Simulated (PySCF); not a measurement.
## A search over the determinants of ZrSi

Unrestricted PBE0; PySCF, spin-free X2C with a Gaussian nucleus, basis sets Zr x2c-TZVPPall, Si x2c-TZVPPall. Outer shells of the fragments: Zr 4d2 5s2; Si 3s2 3p2.

Followed along the bond (rough minima from three points):

```csv
2Ms+1,unpaired,⟨S²⟩ at the start,R at minimum (Å),Te (eV)
5,"σ ↑, π ↑↑, δ ↑",6.01,2.52,0.00
3,"σ ↑, π ↑",2.13,2.39,0.17
3,π ↑↑,2.93,2.51,0.25
1,"σ ↑, π ↓",1.61,2.42,0.27
1,"σ ↑, π ↓↓, δ ↑",2.09,2.55,0.31
3,"σ ↑, π ↑↓, δ ↑",3.04,2.54,0.33
```

Solutions found at the starting distance of 2.520 Å, counted from the lowest of them; the search is not exhaustive and high or unbound solutions are not listed, so other states can lie among these:

```tsv
2Ms+1	unpaired	term	E (eV)	⟨S²⟩	⟨Lz²⟩	μ (D)
5	σ ↑, π ↑↑, δ ↑	⁵Δ	0.00	6.01	4.01	-3.92
3	π ↑↑	mixed	0.25	2.93	2.76	-3.55
3	σ ↑, π ↑	mixed	0.28	2.13	2.54	-4.14
1	σ ↑, π ↓↓, δ ↑	mixed	0.31	2.09	4.01	-3.90
1	σ ↑, π ↓	mixed	0.32	1.61	2.99	-3.74
3	σ ↑, π ↑↓, δ ↑	mixed	0.34	3.04	6.02	-4.04
3	σ ↑↑, π ↑↓	mixed	0.35	3.03	6.03	-4.05
1	π ↑↓	mixed	0.38	1.91	4.78	-3.85
5	σ ↑↑, π ↑, δ ↑	mixed	0.39	6.19	5.07	-3.96
5	σ ↑↑, π ↑, δ ↑	mixed	0.40	6.20	5.11	-3.85
```

A term symbol is given only where ⟨S²⟩ and ⟨Lz²⟩ are close to those of a pure state; real π, δ and φ orbitals otherwise mix terms. A positive dipole means Zr(−)Si(+).

**Question.** Compare the gap between the two lowest followed solutions at the starting distance with the gap between their minima.

**Answer.** At PBE0 the second solution (triplet, unpaired electrons σ ↑, π ↑) lies +0.28 eV from the first (quintet, unpaired electrons σ ↑, π ↑↑, δ ↑) at 2.520 Å and +0.17 eV at the minima; the two curves relax by different amounts, since their minima lie near 2.39 and 2.52 Å.

Spin–orbit coupling is left out. With d or f electrons several states lie close, and the lowest PBE0 determinant need not be the measured ground state.
